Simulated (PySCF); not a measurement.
Computed shifts of a molecule C5H12Si, PBE/pcSseg-1 in PySCF, GIAO, gas phase, atoms alike by connectivity averaged where their shifts nearly agree, in ppm (number of nuclei): ¹³C: 38.6 (2), 32.6 (1), 29.0 (1), 20.7 (1). ²⁹Si: -55.7 (1). ¹H: 4.21 (3), 2.30 (2), 2.28 (1), 2.12 (2), 2.04 (1), 1.56 (3). References: ¹³C against TMS (σ = 182.0 ppm); ²⁹Si against TMS (σ = 335.4 ppm); ¹H against TMS (σ = 31.49 ppm), references at their B3LYP-D3(BJ)/def2-TZVP geometries, non-relativistic. Geometry: B3LYP-D3(BJ)/def2-SVP. The values are those of a single conformer.

### Question
Which structure fits?
A) CC1([SiH3])CCC1
B) C[C@H]1CC[C@@H]1[SiH3]
C) CC/C=C/C[SiH3]
D) C/C=C/[SiH](C)C

### Answer
A, CC1([SiH3])CCC1
